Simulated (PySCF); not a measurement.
Molecule: B(Vi)(OH)2, SMILES C=CB(O)O. Atoms near the plane z = 1.0 Å, at the B3LYP/def2-SVP optimised geometry (x, y, z in Å): B1 (-0.9, -0.1, 0.0), C2 (0.7, -0.1, 0.0), C3 (1.4, 1.0, 0.0), H4 (1.2, -1.0, 0.0), H5 (2.5, 1.0, 0.0), H6 (0.9, 2.0, 0.0), O7 (-1.6, 1.1, 0.0), H8 (-2.5, 1.0, 0.0), O9 (-1.6, -1.2, 0.0), H10 (-1.1, -2.0, 0.0).

Computed with B3LYP/def2-TZVP in PySCF. The values are rescaled to run from 0 to 1.

```
|:::::::::::::::::::::::::::|
|:::::::::::::::::::::::::::|
|:::::::::::::::::::::::::::|
|:::::::::::::::::::::::::::|
|:::::::::::::::::::::::::::|
|:::::::...:::::::::::::::::|
|::::::.....::::::::::::::::|
|:::::.......:::----::::::::|
|::::........::-====-:::::::|
|::::....   .:-=+**+=-::::::|
|::::...    .:=+#@@#=-::::::|
|::::....  .:-+*%@@#+-::::::|
|::::.......:=*%@@%*=-::::::|
|::::......:-=*%@@#+--::::::|
|::::......:-=+#%#+=-:::::::|
|::::.......:-=+*+=-::::::::|
|::::....  .::-==--:::::::::|
|::::..... ..::---::::::::::|
|:::::.......:::::::::::::::|
|:::::.......:::::::::::::::|
|::::::.....::::::::::::::::|
|::::::::..:::::::::::::::::|
|:::::::::::::::::::::::::::|
|:::::::::::::::::::::::::::|
|:::::::::::::::::::::::::::|
|:::::::::::::::::::::::::::|
|:::::::::::::::::::::::::::|
```
Scale: ten equal steps from 0.000 (start of ' ') to 1.00 (end of '@'), in the order ' .:-=+*#%@'; x runs from -5.00 to 5.00, y from -5.00 (bottom) to 5.00 (top).

### Question
Which quantity is mapped?
A. an orbital amplitude
B. deformation density (molecule minus spherical neutral atoms)
C. electrostatic potential
D. Laplacian of the electron density

### Answer
A, an orbital amplitude. In full: HOMO amplitude (bohr^(-3/2)).
